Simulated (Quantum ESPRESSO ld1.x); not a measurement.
The numbers below are computed, except where a source is named.
Species: Rb. Configuration: [Kr] 5s1. Level of theory: Dirac Kohn-Sham, PBE, spin-unpolarised, spherical densities, point nucleus (ld1.x of Quantum ESPRESSO 7.5). Some entries of the table are withheld. Estimate them.

orbital,occ.,eigenvalue (hartree),r(max) (bohr)
1s1/2,2,(1),(2)
2s1/2,2,-73.7615,(3)
2p1/2,2,-66.8990,(4)
2p3/2,4,-64.6653,(5)
3s1/2,2,-10.9461,0.452
3p1/2,2,-8.48782,0.441
3p3/2,4,-8.15229,0.448
3d3/2,4,(6),0.391
3d5/2,6,(7),0.394
4s1/2,2,-1.17161,1.26
4p1/2,2,-0.60843,1.41
4p3/2,4,-0.57614,1.44
5s1/2,1,-0.08200,4.38

Answer. 
(1) 1s1/2 eigenvalue (hartree): -552.270
(2) 1s1/2 r(max) (bohr): 0.026
(3) 2s1/2 r(max) (bohr): 0.150
(4) 2p1/2 r(max) (bohr): 0.118
(5) 2p3/2 r(max) (bohr): 0.121
(6) 3d3/2 eigenvalue (hartree): -3.85258
(7) 3d5/2 eigenvalue (hartree): -3.79563
